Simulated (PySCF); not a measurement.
C$_{2}$H$_{8}$AlFN$_{2}$ (SMILES C[NH][Al]([F])[NH]C), singlet, geometry from GFN2-xTB (such geometries of metal compounds can be far from the true shape), with bond 6-4 at 1.4 times its length.

Input for PySCF:
```python
from pyscf import gto, scf, mcscf
import numpy

mol = gto.Mole()
mol.atom = '''
    Al    0.162302    0.283566    0.295718
    F     0.429766    1.711024    1.080614
    N    -0.929745    0.246759   -1.114111
    C    -1.672329    1.342381   -1.725474
    H    -1.099654   -0.623192   -1.601300
    H    -3.183062    1.086744   -1.682812
    H    -1.376355    1.492577   -2.768813
    H    -1.463253    2.258328   -1.173872
    N     0.995900   -1.162639    0.914978
    C     0.968980   -2.540664    0.453431
    H     1.601845   -1.062007    1.722108
    H     0.591179   -3.215676    1.228362
    H     1.965336   -2.883103    0.155263
    H     0.311513   -2.611430   -0.410420
'''
mol.basis = 'sto-3g'
mol.charge = 0
mol.spin = 0
mol.verbose = 4
mol.build()

mf = scf.RHF(mol)
mf.kernel()
mc = mcscf.CASSCF(mf, 2, 2)
mc.fix_spin_(ss=0.0)
mc = mc.state_average_([0.5, 0.5])
mc.kernel()
```

Question: Predict the nuclear repulsion energy from SA2-CASSCF(2,2)/STO-3G in PySCF.

Answer: 291.4001 Eh

Question: Give the number of basis functions at the level SA2-CASSCF(2,2)/STO-3G.

Answer: 42

Question: What is the computed SCF-reference HOMO-LUMO gap (SA2-CASSCF(2,2)/STO-3G)?

Answer: 17.02 eV

Question: What total energy of the lowest state does SA2-CASSCF(2,2)/STO-3G give?

Answer: -524.0095 Eh

Question: What SCF-reference Mulliken (on the basis functions themselves) charges in atom order does SA2-CASSCF(2,2)/STO-3G give?

Answer: Al1 1.21, F2 -0.38, N3 -0.59, C4 -0.02, H5 0.13, H6 -0.04, H7 0.05, H8 0.05, N9 -0.59, C10 -0.08, H11 0.13, H12 0.05, H13 0.05, H14 0.05

Question: Predict the SCF-reference dipole moment from SA2-CASSCF(2,2)/STO-3G.

Answer: 1.09 D
